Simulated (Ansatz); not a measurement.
C2HAlF2 (`C#[C][Al]([F])[F]`), 6 atoms. The species carries charge 0 and has multiplicity 1. All runs use 2 threads of a server CPU on a shared host. Correlated methods freeze the cores.

Give the basis size and wall time and peak host memory of each of these runs in Ansatz. RKS PBE0-D4/def2-TZVP relaxation (7 steps); RKS PBE0-D4/def2-QZVPP energy; RHF-CCSD(T)/def2-TZVPP energy; RKS PBE0-D4/def2-SVP energy; RKS BHLYP-D4/def2-TZVPP energy; RKS ωB97M-V/def2-TZVPP energy and forces; RKS ωB97X-V/def2-TZVPP energy; RHF-CCSD(T)/def2-SVP energy; RKS r2SCAN-D4/def2-TZVPP energy and forces; RKS PBE0-D4/def2-TZVP frequencies; RHF-MP2/def2-QZVPP energy; direct RPA on PBE orbitals/def2-TZVPP energy. (Best estimate.)

Ansatz gave: Other jobs shared the machine, so times are rough.

| level | job | functions | wall time | peak host memory (GiB) |
| --- | --- | --- | --- | --- |
| RKS PBE0-D4/def2-SVP | energy | 79 | 1.1 s | 0.13 |
| RHF-CCSD(T)/def2-SVP | energy | 79 | 2.4 s | 0.23 |
| RKS BHLYP-D4/def2-TZVPP | energy | 180 | 2.5 s | 0.33 |
| direct RPA on PBE orbitals/def2-TZVPP | energy | 180 | 3.7 s | 0.31 |
| RKS r2SCAN-D4/def2-TZVPP | energy and forces | 180 | 4.5 s | 0.2 |
| RKS PBE0-D4/def2-QZVPP | energy | 328 | 5.5 s | 0.74 |
| RKS ωB97X-V/def2-TZVPP | energy | 180 | 7.5 s | 0.44 |
| RKS ωB97M-V/def2-TZVPP | energy and forces | 180 | 10 s | 0.45 |
| RHF-MP2/def2-QZVPP | energy | 328 | 13 s | 1.1 |
| RKS PBE0-D4/def2-TZVP | relaxation (7 steps) | 167 | 24 s | 0.33 |
| RHF-CCSD(T)/def2-TZVPP | energy | 180 | 52 s | 1.8 |
| RKS PBE0-D4/def2-TZVP | frequencies | 167 | 80 s | 0.32 |
